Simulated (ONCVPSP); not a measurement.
# Reading a pseudo-wave (antimony)

Columns: radius, all-electron u(r) and pseudo u(r) of the 4p shell (level -103.60 eV) of antimony in the configuration [Ar] 3d10 4s2 4p6 4d10 5s2 5p2.75; LDA (Perdew-Wang 92), scalar-relativistic, ONCV scheme, ONCVPSP 4.0.1.

```
r (bohr)  all-electron  pseudo
   0.070        0.4478  0.0259
   0.140       -0.1424  0.1012
   0.210       -0.6406  0.2192
   0.280       -0.6330  0.3695
   0.350       -0.2895  0.5387
   0.420        0.1654  0.7118
   0.490        0.5860  0.8736
   0.560        0.9075  1.0107
   0.630        1.1154  1.1126
   0.700        1.2212  1.1733
   0.770        1.2468  1.1916
   0.840        1.2149  1.1706
   0.910        1.1454  1.1168
   0.980        1.0541  1.0389
   1.050        0.9526  0.9461
   1.120        0.8487  0.8467
   1.190        0.7477  0.7473
   1.260        0.6529  0.6527
   1.330        0.5660  0.5658
   1.400        0.4877  0.4875
   1.470        0.4181  0.4180
   1.540        0.3569  0.3568
   1.610        0.3036  0.3036
   1.680        0.2575  0.2574
   1.750        0.2178  0.2177
   1.820        0.1838  0.1838
```

Question: How many radial nodes do the two functions have?

Answer: The all-electron 4p function has n − l − 1 = 2; the pseudo-wave has 0, since the states of the same l below it are removed with the core.

Question: At about which radius was the pseudo-wave matched?

Answer: 1.30 bohr. The columns agree to 0.0005 from 1.19 bohr on; several derivatives are matched, so the curves merge somewhat inside the radius.

Question: Is the pseudo-wave norm-conserving?

Answer: Yes: the ONCV scheme keeps the norm inside the radius equal to the all-electron one, which fixes the energy derivative of the logarithmic derivative at the level.
